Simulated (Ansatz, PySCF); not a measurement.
Breaking a bond: SAl (cation, charge +1), lowest singlet found (which spin is the ground state isn't settled by this scan).

- UKS-B3LYP = unrestricted B3LYP/cc-pVDZ (Ansatz, an electronic-structure program)
- UKS-BP86/6-31G* = PySCF with unrestricted BP86/6-31G*, spherical d
- UMP2 = MP2 on UHF/cc-pVDZ, frozen core (Ansatz)

Total energies in hartree (comparable only within one method and basis):

| R / Å | UKS-B3LYP | UKS-BP86/6-31G* | UMP2 |
|---|---|---|---|
| 2.13 | -640.31321 | -640.29287 | -639.29130 |
| 2.21 | -640.31494 | -640.29391 | -639.29182 |
| 2.28 | -640.31426 | -640.29276 | -639.28964 |
| 2.35 | -640.31223 | -640.29022 | -639.28570 |
| 2.45 | -640.30795 | -640.28514 | -639.27833 |
| 2.54 | -640.30351 | -640.27986 | -639.27164 |
| 2.67 | -640.29742 | -640.27243 | -639.26459 |
| 2.83 | -640.29558 | -640.26766 | -639.26743 |

The scan ran from 1.63 to 7.65 Å; beyond the distances shown full CI changes its symmetry label. The unrestricted determinant behind UKS-B3LYP, UKS-BP86/6-31G* is spin-contaminated at 2.13 to 2.83 Å (<S²> up to 1.0, against 0.00 for a pure singlet). The unrestricted determinant behind UMP2 is spin-contaminated at 2.13 to 2.83 Å (<S²> up to 1.1, against 0.00 for a pure singlet).
